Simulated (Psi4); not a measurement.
F3OW (SMILES [O]=[W]([F])([F])[F]), doublet, at a GFN2-xTB geometry (such geometries of metal compounds can be far from the true shape) (the multiplicity is a formal guess) (core potentials on W); HF/def2-QZVPP (Psi4).

Input for Psi4:
```
memory 2 GB

molecule {
0 2
W     0.07932574    0.06417349    0.03898352
O     1.20918955    0.69106163   -1.03814659
F     0.88348104   -1.49232423    0.63907654
F    -1.40682802   -1.04599083   -0.16772679
F    -1.20372208    1.39638939    0.13091607
}

set {
  basis def2-qzvpp
  reference uhf
}

energy('scf')
print_variables()
```

It wrote (shortened):

```
   => Loading Basis Set <=

    Name: DEF2-QZVPP
    Role: ORBITAL
    Keyword: BASIS

    !!!  WARNING: ECP capability is in beta. Please check occupations closely.  !!!

         ---------------------------------------------------------
                                   SCF
               by Justin Turney, Rob Parrish, Andy Simmonett
                          and Daniel G. A. Smith
                              UHF Reference
         ---------------------------------------------------------

  ==> Geometry <==

    Molecular point group: c1
    Full point group: C1

    Geometry (in Angstrom), charge = 0, multiplicity = 2:

       Center              X                  Y                   Z               Mass
    ------------   -----------------  -----------------  -----------------  -----------------
         W            0.074961419794     0.059645289032     0.031168196037   183.950930920000
         O            1.204825229794     0.686533429032    -1.045961913963    15.994914619570
         F            0.879116719794    -1.496852430968     0.631261216037    18.998403162730
         F           -1.411192340206    -1.050519030968    -0.175542113963    18.998403162730
         F           -1.208086400206     1.391861189032     0.123100746037    18.998403162730

  Running in c1 symmetry.

  Rotational constants: A =      0.14526  B =      0.11855  C =      0.07660 [cm^-1]
  Rotational constants: A =   4354.92078  B =   3554.16579  C =   2296.54489 [MHz]
  Nuclear repulsion =  228.770960074790395

  Charge       = 0
  Multiplicity = 2
  Electrons    = 49
  Nalpha       = 25
  Nbeta        = 24

  ==> Algorithm <==

  SCF Algorithm Type is DF.
  DIIS enabled.
  MOM disabled.
  Fractional occupation disabled.
  Guess Type is SAD.
  Energy threshold   = 1.00e-06
  Density threshold  = 1.00e-06
  Integral threshold = 1.00e-12

  ==> Primary Basis <==

  Basis Set: DEF2-QZVPP
    Blend: DEF2-QZVPP
    Number of shells: 89
    Number of basis functions: 309
    Number of Cartesian functions: 394
    Spherical Harmonics?: true
    Max angular momentum: 4

  Core potential: DEF2-QZVPP
    Number of shells: 4
    Number of ECP primitives: 10
    Number of ECP core electrons: 60
    Max angular momentum: 3

   => Loading Basis Set <=

    Name: (DEF2-QZVPP AUX)
    Role: JKFIT
    Keyword: DF_BASIS_SCF

  ==> Integral Setup <==

  SCF_SUBTYPE=INCORE selected. In-core MEM_DF algorithm will be used.
  Using in-core AOs.

  ==> MemDFJK: Density-Fitted J/K Matrices <==

    J tasked:                   Yes
    K tasked:                   Yes
    wK tasked:                   No
    Algorithm:                 Core
    Schwarz Cutoff:           1E-12
    Mask sparsity (%):       9.8994
    Fitting Condition:        1E-10

   => Auxiliary Basis Set <=

  Basis Set: (DEF2-QZVPP AUX)
    Blend: DEF2-UNIVERSAL-JKFIT
    Number of shells: 145
    Number of basis functions: 535
    Number of Cartesian functions: 713
    Spherical Harmonics?: true
    Max angular momentum: 6

  Minimum eigenvalue in the overlap matrix is 2.9218071393E-04.
  Reciprocal condition number of the overlap matrix is 4.8625949445E-05.
    Using symmetric orthogonalization.

  ==> Pre-Iterations <==

  SCF Guess: Superposition of Atomic Densities via on-the-fly atomic UHF (no occupation information).

   -------------------------
    Irrep   Nso     Nmo
   -------------------------
     A        309     309
   -------------------------
    Total     309     309
   -------------------------

  ==> Iterations <==

                           Total Energy        Delta E     RMS |[F,P]|

   @DF-UHF iter SAD:  -438.25944104416578   -4.38259e+02   0.00000e+00
   @DF-UHF iter   1:  -439.38716906800175   -1.12773e+00   3.63995e-03 DIIS/ADIIS
   @DF-UHF iter   2:  -438.90346310614837    4.83706e-01   5.48623e-03 DIIS/ADIIS
   @DF-UHF iter   3:  -439.89718451175099   -9.93721e-01   6.21001e-04 DIIS/ADIIS
   @DF-UHF iter   4:  -439.91076359223479   -1.35791e-02   2.92735e-04 DIIS/ADIIS
   @DF-UHF iter   5:  -439.91493570373024   -4.17211e-03   6.49263e-05 DIIS
   @DF-UHF iter   6:  -439.91575819212420   -8.22488e-04   3.02556e-05 DIIS
   @DF-UHF iter   7:  -439.91601487178434   -2.56680e-04   1.72634e-05 DIIS
   @DF-UHF iter   8:  -439.91610881058853   -9.39388e-05   1.06056e-05 DIIS
   @DF-UHF iter   9:  -439.91616021677896   -5.14062e-05   6.53200e-06 DIIS
   @DF-UHF iter  10:  -439.91618166331227   -2.14465e-05   4.57543e-06 DIIS
   @DF-UHF iter  11:  -439.91619211355334   -1.04502e-05   3.55009e-06 DIIS
   @DF-UHF iter  12:  -439.91620053651934   -8.42297e-06   2.57062e-06 DIIS
   @DF-UHF iter  13:  -439.91620648343564   -5.94692e-06   1.80680e-06 DIIS
   @DF-UHF iter  14:  -439.91620967919442   -3.19576e-06   1.31606e-06 DIIS
   @DF-UHF iter  15:  -439.91621147138346   -1.79219e-06   8.07115e-07 DIIS
   @DF-UHF iter  16:  -439.91621195559355   -4.84210e-07   5.71045e-07 DIIS
  Energy and wave function converged.

  ==> Post-Iterations <==

   @Spin Contamination Metric:   1.103901454E-02
   @S^2 Expected:                7.500000000E-01
   @S^2 Observed:                7.610390145E-01
   @S   Expected:                5.000000000E-01
   @S   Observed:                5.000000000E-01

    Orbital Energies [Eh]
    ---------------------

    Alpha Occupied:

[...]
      25A     -0.445014

    Alpha Virtual:

[...]
    Beta Occupied:

[...]
    Beta Virtual:

[...]
    Final Occupation by Irrep:
              A
    DOCC [    24 ]
    SOCC [     1 ]
    NA   [    25 ]
    NB   [    24 ]

  @DF-UHF Final Energy:  -439.91621195559355

   => Energetics <=

    Nuclear Repulsion Energy =            228.7709600747903949
    One-Electron Energy =               -1089.6138070658450943
    Two-Electron Energy =                 420.9266350354611177
    Total Energy =                       -439.9162119555935533

  UHF NO Occupations:
  HONO-2 :   23  A 1.9991210
  HONO-1 :   24  A 1.9973047
  HONO-0 :   25  A 1.0000000
  LUNO+0 :   26  A 0.0026953
  LUNO+1 :   27  A 0.0008790
  LUNO+2 :   28  A 0.0008707
  LUNO+3 :   29  A 0.0005118

Computation Completed

Properties will be evaluated at   0.000000,   0.000000,   0.000000 [a0]

Properties computed using the SCF density matrix

 Multipole Moments:

 ------------------------------------------------------------------------------------
     Multipole            Electronic (a.u.)      Nuclear  (a.u.)        Total (a.u.)
 ------------------------------------------------------------------------------------

 L = 1.  Multiply by 2.5417464519 to convert [e a0] to [Debye]
 Dipole X            :          9.6100757           -9.3983572            0.2117185
 Dipole Y            :          7.9632193           -7.6955147            0.2677046
 Dipole Z            :          5.7905024           -5.1437626            0.6467398
 Magnitude           :                                                    0.7312748

 ------------------------------------------------------------------------------------

  Variable Map:
  ----------------------------------------------------------------------------
[...]
  Array Variable Map:
  ----------------------------------------------------------------------------
[...]
[...]
```
